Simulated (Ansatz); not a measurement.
`FCBCl` and `FC[B](Cl)[GaH2]` differ in one atom or group.

Ansatz, PBE0-D4/def2-TZVP geometries, multiplicity 1. Each molecule was computed in one conformer, which needn't be the lowest.

Scalar relativity is left out up to krypton.

```csv
property,`FCBCl`
size of the dipole moment (PBE/def2-TZVPP) / D,1.77
HOMO energy (B3LYP/def2-TZVPP) / eV,-8.41
zero-point energy (PBE0-D4/def2-TZVP) / kJ/mol,113.9
LUMO energy (PBE/def2-TZVPP) / eV,-2.50
HOMO–LUMO gap (ωB97M-V/def2-TZVPP) / eV,11.47
LUMO energy (ωB97M-V/def2-TZVPP) / eV,0.53
```

Problem. What does the change do to each property? (Best estimate.)

Solution. The calculation gave: 
```json
{"property": "size of the dipole moment (PBE/def2-TZVPP) / D", "`FC[B](Cl)[GaH2]`": "1.30", "shift": "-0.47"}
{"property": "HOMO energy (B3LYP/def2-TZVPP) / eV", "`FC[B](Cl)[GaH2]`": "-7.27", "shift": "1.14"}
{"property": "zero-point energy (PBE0-D4/def2-TZVP) / kJ/mol", "`FC[B](Cl)[GaH2]`": "125.7", "shift": "11.8"}
{"property": "LUMO energy (PBE/def2-TZVPP) / eV", "`FC[B](Cl)[GaH2]`": "-2.79", "shift": "-0.29"}
{"property": "HOMO–LUMO gap (ωB97M-V/def2-TZVPP) / eV", "`FC[B](Cl)[GaH2]`": "9.58", "shift": "-1.89"}
{"property": "LUMO energy (ωB97M-V/def2-TZVPP) / eV", "`FC[B](Cl)[GaH2]`": "0.01", "shift": "-0.52"}
```

With PBE0 the HOMO rises by 1.18 eV and the LUMO falls by 0.36 eV, so the gap narrows by about 1.54 eV. PBE moves the HOMO by 0.91 eV and ωB97M-V by 1.37 eV. The zero-point energy changes by 11.8 kJ/mol with +6 modes. Dipoles are sizes alone; their direction can turn.

B3LYP here is the variant with VWN-RPA as its local correlation; programs differ in this.
